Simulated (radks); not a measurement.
Problem. Species: the caesium ion Cs3+. Configuration: [Kr] 4d10 5s2 5p4 (the NIST ground configuration). Calculated with a radial shooting solver on a logarithmic mesh with Libxc functionals: scalar-relativistic Kohn-Sham, PBE, spin-polarised, spherical densities, point nucleus; open shells are filled with parallel spins first (spin-orbit coupling, left out, can overturn this in heavy ions). Some entries of the table are withheld. Estimate them.

| orbital | occ. | eigenvalue (Ry) | r(max) (bohr) |
|---|---|---|---|
| 1s up | 1 | -2633.498 | 0.01678 |
| 1s down | 1 | -2633.490 | 0.01678 |
| 2s up | 1 | -414.9555 | 0.09488 |
| 2s down | 1 | -414.9518 | 0.09488 |
| 2p up | 3 | -372.4534 | 0.07619 |
| 2p down | 3 | -372.4468 | 0.07619 |
| 3s up | 1 | -88.01342 | 0.2725 |
| 3s down | 1 | -88.00679 | 0.2725 |
| 3p up | 3 | -74.33742 | 0.2666 |
| 3p down | 3 | -74.32981 | 0.2666 |
| 3d up | 5 | -54.26962 | 0.2204 |
| 3d down | 5 | -54.26230 | 0.2204 |
| 4s up | 1 | -18.38077 | 0.6424 |
| 4s down | 1 | -18.36531 | 0.6425 |
| 4p up | 3 | -14.00642 | (1) |
| 4p down | 3 | -13.99047 | (2) |
| 4d up | 5 | -7.63879 | 0.7201 |
| 4d down | 5 | -7.61607 | 0.7202 |
| 5s up | 1 | -4.02643 | 1.522 |
| 5s down | 1 | -3.89728 | 1.512 |
| 5p up | 3 | -2.96502 | 1.716 |
| 5p down | 1 | -2.83124 | 1.711 |

Solution. 
(1) 4p up r(max) (bohr): 0.6727
(2) 4p down r(max) (bohr): 0.6729
